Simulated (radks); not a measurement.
Results of a calculation; reference values are marked as such.
Species: Cl2+. Configuration: [Ne] 3s2 3p3.

Level of theory: Dirac Kohn-Sham, B86b exchange with PBE correlation, spin-unpolarised, spherical densities, finite nucleus; open shells fill j = l - 1/2 first; Fermi nuclear charge, rms radius 3.3654 fm (a radial shooting solver on a logarithmic mesh with Libxc functionals).

Energy parts (hartree):
total: -460.16361
kinetic: 462.63608
electron-nucleus: -1083.23378
Hartree: 187.89952
exchange-correlation: -27.46542

Orbitals (lengths in bohr, moments of r in powers of bohr; r(max) is where P^2 peaks; r(90%) holds 90 % of the orbital's charge):
1s1/2: occ. 2; eigenvalue (hartree) -102.1870; r(90%) 0.162; <r^2> 0.01113; <r> 0.09095; r(max) 0.05945; small-component weight 3.66e-03
2s1/2: occ. 2; eigenvalue (hartree) -10.31252; r(90%) 0.694; <r^2> 0.2338; <r> 0.4436; r(max) 0.3616; small-component weight 5.75e-04
2p1/2: occ. 2; eigenvalue (hartree) -8.11265; r(90%) 0.672; <r^2> 0.2041; <r> 0.4046; r(max) 0.3002; small-component weight 5.53e-04
2p3/2: occ. 4; eigenvalue (hartree) -8.05007; r(90%) 0.676; <r^2> 0.2063; <r> 0.4070; r(max) 0.3020; small-component weight 5.49e-04
3s1/2: occ. 2; eigenvalue (hartree) -1.65112; r(90%) 2.15; <r^2> 2.388; <r> 1.442; r(max) 1.249; small-component weight 1.03e-04
3p1/2: occ. 2; eigenvalue (hartree) -1.16875; r(90%) 2.44; <r^2> 2.979; <r> 1.598; r(max) 1.345; small-component weight 8.45e-05
3p3/2: occ. 1; eigenvalue (hartree) -1.16275; r(90%) 2.45; <r^2> 3.002; <r> 1.604; r(max) 1.350; small-component weight 8.41e-05
3d3/2: occ. 0; eigenvalue (hartree) -0.51343; r(90%) 3.54; <r^2> 5.769; <r> 2.175; r(max) 1.655; small-component weight 4.21e-05
3d5/2: occ. 0; eigenvalue (hartree) -0.51316; r(90%) 3.55; <r^2> 5.775; <r> 2.177; r(max) 1.656; small-component weight 4.21e-05
4s1/2: occ. 0; eigenvalue (hartree) -0.45864; r(90%) 5.37; <r^2> 15.64; <r> 3.725; r(max) 3.410; small-component weight 2.43e-05

The highest occupied level is 3p3/2 at -31.640 eV. The density falls to 0.001 e/bohr^3 at r = 3.29 bohr. The electron density at the nucleus is 3600 e/bohr^3. Summed over all electrons, <r^2> = 15.46 bohr^2, which gives a Langevin (diamagnetic) susceptibility term of -12.2 x 10^-6 cm^3/mol.
